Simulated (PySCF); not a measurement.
PySCF input (M06-2X/6-311+G**):

```python
from pyscf import gto, dft

mol = gto.M(
    atom='''
    C     1.83374100   -0.83053300    0.19406900
    Si    0.13635000   -0.23992200   -0.46785500
    C    -0.99699900   -1.77310300   -0.27597200
    Si   -0.52119000    1.81168900    0.49333000
    H     1.77806000   -0.98501200    1.27584800
    H     2.15831300   -1.76947900   -0.26612300
    H     2.60125000   -0.07435900    0.01126400
    H     0.34989000   -0.15624000   -1.96247100
    H    -1.97712400   -1.57656200   -0.71744500
    H    -0.57918400   -2.67076900   -0.74704300
    H    -1.15473300   -1.98338900    0.78565500
    H    -0.86262100    1.12315600    1.82725400
    H    -1.94655700    1.70974100   -0.07216700
    ''',
    basis='6-311+g**',
    charge=-1,
    spin=0,
    verbose=4,
)

mf = dft.RKS(mol, xc='m062x').density_fit(auxbasis='def2-universal-jkfit')
mf.grids.level = 4
mf.conv_tol = 1e-9
mf.max_cycle = 100
mf.max_memory = 1500
mf.kernel()
if not mf.converged:
    mf = mf.newton()
    mf.kernel(mf.make_rdm1())
mf.dip_moment()
```

From the output:

```
SCF max_cycles = 100
direct_scf = False
XC library pyscf.dft.libxc version 7.1.2
    S. Lehtola, C. Steigemann, M. J. T. Oliveira, and M. A. L. Marques,  SoftwareX 7, 1–5 (2018)
XC functionals = m062x
    Y. Zhao and D. G. Truhlar,  Theor. Chem. Acc. 120, 215 (2008)
    Y. Zhao and D. G. Truhlar,  Theor. Chem. Acc. 120, 215 (2008)
radial grids:
    Treutler-Ahlrichs [JCP 102, 346 (1995); DOI:10.1063/1.469408] (M4) radial grids

becke partition: Becke, JCP 88, 2547 (1988); DOI:10.1063/1.454033
pruning grids: <function nwchem_prune>
grids dens level: 4
symmetrized grids: False
atomic radii adjust function: <function treutler_atomic_radii_adjust>
small_rho_cutoff = 0
Set gradient conv threshold to 3.16228e-05
Initial guess from minao.
tot grids = 256424
******** <class 'pyscf.df.df.DF'> ********
auxbasis = def2-universal-jkfit
init E= -660.40742738308
  HOMO = -0.211155548638849  LUMO = -0.0110200473142592  gap/eV = 5.44596
cycle= 1 E= -660.527450095487  delta_E= -0.12  |g|= 0.39  |ddm|= 2.57
  HOMO = -0.000290708234945314  LUMO = 0.120244345669288  gap/eV = 3.27993
cycle= 2 E= -660.548974644477  delta_E= -0.0215  |g|= 0.325  |ddm|= 1.33
  HOMO = -0.0421453524487075  LUMO = 0.11839011685273  gap/eV = 4.36839
cycle= 3 E= -660.577526424532  delta_E= -0.0286  |g|= 0.0385  |ddm|= 0.399
  HOMO = -0.0529756401615652  LUMO = 0.119857484045152  gap/eV = 4.70303
cycle= 4 E= -660.577947980789  delta_E= -0.000422  |g|= 0.0143  |ddm|= 0.123
  HOMO = -0.0496998199458276  LUMO = 0.119110026332646  gap/eV = 4.59355
cycle= 5 E= -660.578029813119  delta_E= -8.18e-05  |g|= 0.0044  |ddm|= 0.0395
  HOMO = -0.0502198678117738  LUMO = 0.119052279077707  gap/eV = 4.60613
cycle= 6 E= -660.57803603119  delta_E= -6.22e-06  |g|= 0.000656  |ddm|= 0.0138
  HOMO = -0.0501342792710783  LUMO = 0.119008130633099  gap/eV = 4.60260
cycle= 7 E= -660.578036436281  delta_E= -4.05e-07  |g|= 0.000314  |ddm|= 0.00872
  HOMO = -0.050130513248662  LUMO = 0.119000727776259  gap/eV = 4.60230
cycle= 8 E= -660.578036476735  delta_E= -4.05e-08  |g|= 0.000101  |ddm|= 0.00165
  HOMO = -0.0501389248854388  LUMO = 0.118997778138063  gap/eV = 4.60244
cycle= 9 E= -660.578036481909  delta_E= -5.17e-09  |g|= 2.56e-05  |ddm|= 0.001
  HOMO = -0.0501408541187494  LUMO = 0.118996975587965  gap/eV = 4.60247
cycle= 10 E= -660.578036482315  delta_E= -4.06e-10  |g|= 6.13e-06  |ddm|= 0.000334
  HOMO = -0.0501413343073998  LUMO = 0.118996651153938  gap/eV = 4.60248
Extra cycle  E= -660.578036482346  delta_E= -3.02e-11  |g|= 3.87e-06  |ddm|= 0.000111
converged SCF energy = -660.578036482346

WARN: System has nonzero charge -1; the dipole moment is origin-dependent.
Location of origin: [0. 0. 0.]

Dipole moment(X, Y, Z, Debye):  1.51657, -5.57056, -1.01876
```

The dipole moment of an ion depends on the origin.

The geometry given is a B3LYP-D3(BJ)/def2-TZVP minimum.
